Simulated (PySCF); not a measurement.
## Two-dimensional NMR puzzle

Compound of formula C4H13O2PSi2. Correlations simulated from computed shifts and the bond graph:

HSQC (one-bond C–H):
```csv
δH,δC
2.18,24.1
0.45,-4.2
0.20,-5.8
```

COSY cross peaks (H two or three bonds apart, from the bond graph; peaks can be absent where the dihedral angle is near 90°):
```csv
δH,δH
5.44,4.15
5.44,0.95
4.15,0.45
4.15,0.20
```

HMBC (two and three bonds, from the bond graph):
```csv
δH,δC
5.44,"179.8, -4.2, -5.8"
4.15,"-4.2, -5.8"
2.18,179.8
0.45,-5.8
0.20,-4.2
```

Carbons without hydrogens: δ 179.8.

Non-relativistic Hamiltonian, equivalent nuclei averaged, a single conformation, isolated molecule. PBE0/pcSseg-1 with gauge-including orbitals; geometry: GFN2-xTB; PySCF 2.14.0 with density-fitted response routines.

Shifts are taken against calculated references (same method and geometry level): $^{1}$H (σref 31.72) and $^{13}$C (σref 186.93) vs TMS.

Exchangeable hydrogens are left out of these lists.

Problem. Which molecule is this?

Solution. `InChI=1S/C4H13O2PSi2/c1-4(5)6-9(7)8(2)3/h8-9H,7H2,1-3H3/t9-/m0/s1`.

Atoms are numbered as in `[CH3:1][C:2](=[O:3])[O:4][Si@@H:5]([PH2:6])[SiH:7]([CH3:8])[CH3:9]` (H(Xn): hydrogen on atom n).

1. δC 179.8 is C2, a carbonyl carbon.
2. δC 24.1 is C1, a methyl carbon α to a carbonyl (δH 2.18).
3. δC -4.2 is C9, a methyl carbon bonded to Si (δH 0.45).
4. δC -5.8 is C8, a methyl carbon bonded to Si (δH 0.20).
5. HMBC from δH 5.44 reaches the proton-free carbon C2.
6. HMBC from δH 2.18 reaches the proton-free carbon C2.
7. COSY links 5.44–4.15, 5.44–0.95, 4.15–0.45, 4.15–0.20.

The shifts were computed for this structure.

Shifts are as computed. Against solution values, carbons near 30 ppm lie about +3 ppm off and those near 130 ppm about +5 ppm. Of 1211 compounds with measured shifts, 218 miss one by over three times the rms of a fit or turn the order of signals round; such compounds aren't used in these exercises.
